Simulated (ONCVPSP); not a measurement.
Configuration tests for Zn (ONCV)

* Element: zinc
* Generator: ONCVPSP 4.0.1
* Type: optimised norm-conserving Vanderbilt (ONCV)
* Functional: LDA (Perdew-Zunger)
* Relativity: scalar-relativistic
* Frozen core: [Ne]
* Valence charge: 20
* Reference configuration: 3s2 3p6 3d10 4s2
* Partial waves: 3s+4s: rc 0.95 bohr, ncon 4, nbas 8, qcut 10.2 1/bohr, 2 projectors; 3p: rc 0.80 bohr, ncon 3, nbas 8, qcut 19.5 1/bohr, 2 projectors, debl 3.5 Ha; 3d: rc 0.75 bohr, ncon 5, nbas 10, qcut 20.7 1/bohr, 1 projector; f scattering state at 0.35 Ha: rc 1.00 bohr, ncon 5, nbas 9, qcut 12 1/bohr, 2 projectors, debl 2.7 Ha
* Local potential: polynomial inside 0.50 bohr (lpopt 4, dvloc0 1 Ha)
* Core correction: polynomial model core, fcfact 0.35

Energies are relative to the spin-unpolarised reference configuration 3s2 3p6 3d10 4s2; without spin polarisation the order of configurations can differ from experiment.

Q: Give the all-electron excitation energy and the error of the potential for: 3s2 3p6 3d10 4s1; 3s2 3p6 3d10 4s0; 3s2 3p6 3d9 4s0; 3s2 3p6 3d8 4s0.

A:

| valence configuration | charge | ΔE all-electron (eV) | error AE − PS (meV) |
| --- | --- | --- | --- |
| 3s2 3p6 3d10 4s1 | +1 | 10.190 | -0.3 |
| 3s2 3p6 3d10 4s0 | +2 | 28.959 | +0.3 |
| 3s2 3p6 3d9 4s0 | +3 | 69.850 | -6.4 |
| 3s2 3p6 3d8 4s0 | +4 | 131.998 | -14 |
